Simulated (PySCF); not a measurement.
Cl2Pb, triplet, geometry from GFN2-xTB (such geometries of metal compounds can be far from the true shape) (the spin is typed, not shown lowest) (core potentials on Pb); CASSCF(6,8)/def2-SVP (PySCF).

Here is a job for PySCF.
```python
from pyscf import gto, scf, mcscf
import numpy

mol = gto.M(
    atom='''
Pb    0.042868   -0.046477    0.683890
Cl    0.784197    1.081641   -1.639127
Cl   -0.990974   -0.857457   -1.659635
''',
    basis='def2-svp',
    ecp={'Pb': 'def2-svp'},
    charge=0,
    spin=2,
    verbose=4,
)

mf = scf.ROHF(mol)
mf.kernel()
mc = mcscf.CASSCF(mf, 8, 6)
mc.fix_spin_(ss=2.0)
mc.kernel()
occ = numpy.linalg.eigvalsh(mc.fcisolver.make_rdm1(mc.ci, mc.ncas, mc.nelecas))[::-1]
ss = mc.fcisolver.spin_square(mc.ci, mc.ncas, mc.nelecas)[0]
print('natural occupations', occ.round(4), ' <S^2>', round(ss, 4))
```

The log (banner, timings and long lists left out):

```
PySCF version 2.14.0

[INPUT] verbose = 4
[INPUT] num. atoms = 3
[INPUT] num. electrons = 56
[INPUT] charge = 0
[INPUT] spin (= nelec alpha-beta = 2S) = 2
[INPUT] symmetry False subgroup None
[INPUT] Mole.unit = angstrom
[INPUT] Symbol           X                Y                Z      unit          X                Y                Z       unit  Magmom
[...]
nuclear repulsion = 205.495428101478
number of shells = 26
number of NR pGTOs = 133
number of NR cGTOs = 62
basis = def2-svp
ecp = {'Pb': 'def2-svp'}

******** <class 'pyscf.scf.rohf.ROHF'> ********
method = ROHF
initial guess = minao
damping factor = 0
level_shift factor = 0
DIIS = <class 'pyscf.scf.diis.CDIIS'>
diis_start_cycle = 1
diis_space = 8
diis_damp = 0
SCF conv_tol = 1e-09
SCF conv_tol_grad = None
SCF max_cycles = 50
direct_scf = True
direct_scf_tol = 1e-13
num. doubly occ = 27  num. singly occ = 2
Set gradient conv threshold to 3.16228e-05
init E= -1086.05478096256
[...]
cycle= 1 E= -1110.08374510272  delta_E=  -24  |g|= 1.25  |ddm|= 9.09
[...]
cycle= 2 E= -1110.47366743082  delta_E= -0.39  |g|= 0.544  |ddm|= 2.56
[...]
cycle= 3 E= -1110.54627948357  delta_E= -0.0726  |g|= 0.0384  |ddm|= 0.65
[...]
cycle= 4 E= -1110.54743534708  delta_E= -0.00116  |g|= 0.0118  |ddm|= 0.073
[...]
cycle= 5 E= -1110.54757827459  delta_E= -0.000143  |g|= 0.0033  |ddm|= 0.0286
[...]
cycle= 6 E= -1110.54759140031  delta_E= -1.31e-05  |g|= 0.000864  |ddm|= 0.0083
[...]
cycle= 7 E= -1110.54759315826  delta_E= -1.76e-06  |g|= 0.00037  |ddm|= 0.00281
[...]
cycle= 8 E= -1110.54759367427  delta_E= -5.16e-07  |g|= 0.000168  |ddm|= 0.00175
[...]
cycle= 9 E= -1110.54759379543  delta_E= -1.21e-07  |g|= 5.57e-05  |ddm|= 0.00099
[...]
cycle= 10 E= -1110.5475938081  delta_E= -1.27e-08  |g|= 7.62e-06  |ddm|= 0.0004
[...]
cycle= 11 E= -1110.54759380818  delta_E= -8.5e-11  |g|= 1.27e-06  |ddm|= 3.3e-05
[...]
Extra cycle  E= -1110.54759380818  delta_E= -9.09e-13  |g|= 4.15e-07  |ddm|= 2.09e-06
converged SCF energy = -1110.54759380818

******** <class 'pyscf.mcscf.mc1step.CASSCF'> ********
CAS (4e+2e, 8o), ncore = 25, nvir = 29
max_cycle_macro = 50
max_cycle_micro = 4
conv_tol = 1e-07
conv_tol_grad = None
orbital rotation max_stepsize = 0.02
orbital rotation threshold for CI restart = 0.01
augmented hessian ah_max_cycle = 30
augmented hessian ah_conv_tol = 1e-12
augmented hessian ah_linear dependence = 1e-14
augmented hessian ah_level shift = 1e-08
augmented hessian ah_start_tol = 2.5
augmented hessian ah_start_cycle = 3
[...]
CASCI E = -1110.55164360957  S^2 = 2.0000000
[...]
               |grad[o]|=0.00448  |grad[c]|=0.00804  |ddm|=0.00561  |maxRot[o]|=0.045
macro iter  41 ( 21 JK    4 micro), CASSCF E = -1110.57875083912  dE = -3.13296646e-05  S^2 = 2.0000000
               |grad[o]|=0.00501  |grad[c]|=0.00798  |ddm|=0.00313  |maxRot[o]|=0.0666
macro iter  42 ( 21 JK    4 micro), CASSCF E = -1110.57879820613  dE = -4.73670084e-05  S^2 = 2.0000000
               |grad[o]|=0.00385  |grad[c]|=0.00835  |ddm|=0.00262  |maxRot[o]|=0.0196
macro iter  43 ( 20 JK    4 micro), CASSCF E = -1110.57904951984  dE = -2.51313709e-04  S^2 = 2.0000000
               |grad[o]|=0.00424  |grad[c]|=0.00566  |ddm|=0.00182  |maxRot[o]|=0.0574
macro iter  44 ( 18 JK    4 micro), CASSCF E = -1110.57899482615  dE =  5.46936928e-05  S^2 = 2.0000000
               |grad[o]|=0.00165  |grad[c]|=0.00725  |ddm|=0.00487  |maxRot[o]|=0.121
macro iter  45 ( 20 JK    4 micro), CASSCF E = -1110.57909889857  dE = -1.04072421e-04  S^2 = 2.0000000
               |grad[o]|=0.00563  |grad[c]|=0.00188  |ddm|=0.00156  |maxRot[o]|=0.0475
macro iter  46 ( 16 JK    4 micro), CASSCF E = -1110.57910694022  dE = -8.04165552e-06  S^2 = 2.0000000
               |grad[o]|=0.001  |grad[c]|=0.00167  |ddm|=0.000841  |maxRot[o]|=0.0119
macro iter  47 ( 15 JK    4 micro), CASSCF E = -1110.57910468393  dE =  2.25629515e-06  S^2 = 2.0000000
               |grad[o]|=0.00072  |grad[c]|=0.00141  |ddm|=0.000646  |maxRot[o]|=0.0144
macro iter  48 ( 17 JK    4 micro), CASSCF E = -1110.57911855931  dE = -1.38753794e-05  S^2 = 2.0000000
               |grad[o]|=0.000737  |grad[c]|=0.000552  |ddm|=0.000396  |maxRot[o]|=0.0239
macro iter  49 ( 14 JK    3 micro), CASSCF E = -1110.57912368611  dE = -5.12680663e-06  S^2 = 2.0000000
               |grad[o]|=0.000416  |grad[c]|=0.000551  |ddm|=0.000554  |maxRot[o]|=0.0258
macro iter  50 (  9 JK    2 micro), CASSCF E = -1110.57912439143  dE = -7.05314278e-07  S^2 = 2.0000000
               |grad[o]|=0.000191  |grad[c]|=8.99e-05  |ddm|=0.000162  |maxRot[o]|=0.00524
1-step CASSCF not converged,  50 macro (768 JK 165 micro) steps
CASSCF canonicalization
Density matrix diagonal elements [1.9614439  1.98313104 1.00535782 0.995443   0.02568225 0.01241823
 0.00737727 0.00914649]
CASSCF energy = -1110.57912439143
CASCI E = -1110.57912439143  E(CI) = -6.31355622340220  S^2 = 2.0000000
natural occupations [1.9868 1.9614 1.0022 0.9955 0.0257 0.016  0.0076 0.0049]  <S^2> 2.0
```

The run did not converge; its last values are not results.
